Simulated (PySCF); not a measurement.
## MSr cations for M along the second period

CCSD(T) with double-zeta basis sets in PySCF, for the lowest determinant that a PBE0 search found; no spin–orbit coupling. De refers to high-spin ground-configuration atoms (the charge goes to the atom of lower measured ionisation energy or higher electron affinity, which is not always the lowest computed limit).

```json
{"M": "Li", "basis": "def2-SVP", "reference, frozen orbitals": "RHF, 0", "charged atom": "Li+", "state (unpaired electrons)": "singlet (closed shell)", "Re (Å)": "3.503", "ωe (cm⁻¹)": "212", "De (eV)": "1.24"}
{"M": "Be", "basis": "def2-SVP", "reference, frozen orbitals": "ROHF, 0", "charged atom": "Sr+", "state (unpaired electrons)": "doublet (σ ↑)", "Re (Å)": "3.507", "ωe (cm⁻¹)": "144", "De (eV)": "0.22"}
{"M": "B", "basis": "def2-SVP", "reference, frozen orbitals": "UHF, 1", "charged atom": "Sr+", "state (unpaired electrons)": "triplet (σ ↑, π ↑)", "Re (Å)": "2.670", "ωe (cm⁻¹)": "343", "De (eV)": "0.57"}
{"M": "C", "basis": "def2-SVPD", "reference, frozen orbitals": "UHF, 1", "charged atom": "Sr+", "state (unpaired electrons)": "quartet (σ ↑, π ↑↑)", "Re (Å)": "2.368", "ωe (cm⁻¹)": "509", "De (eV)": "2.15"}
{"M": "F", "basis": "def2-SVP", "reference, frozen orbitals": "RHF, 1", "charged atom": "Sr+", "state (unpaired electrons)": "singlet (closed shell)", "Re (Å)": "2.057", "ωe (cm⁻¹)": "592", "De (eV)": "5.03"}
```

The shortest bond is that of SrF⁺ (2.057 Å), the longest that of SrBe⁺ (3.507 Å). SrF⁺ is bound most strongly (5.03 eV) and SrBe⁺ least (0.22 eV).

The rows differ in basis set, which adds steps of its own.

The state changes along the series, so neighbouring rows are not always alike in their bonding.

Correlated steps freeze the inner cores (0 to 1 orbitals); shallow outer-core shells are correlated. UHF and ROHF references stand side by side, which adds small steps between rows. Weak bonds: SrBe⁺. Basis-set superposition, not corrected here, can be much of De in a small basis, most of all at correlated wavefunction levels. For an ion De counts to the pair picked by the measured ionisation energies or electron affinities, which need not be the lowest pair at this level. Where the molecule has an RHF reference, its open-shell atoms are computed with UHF. The CCSD T1 diagnostic is raised in SrLi⁺, a sign that a single reference may not be enough there. States were picked by a PBE0 search and need not be the measured ground states.
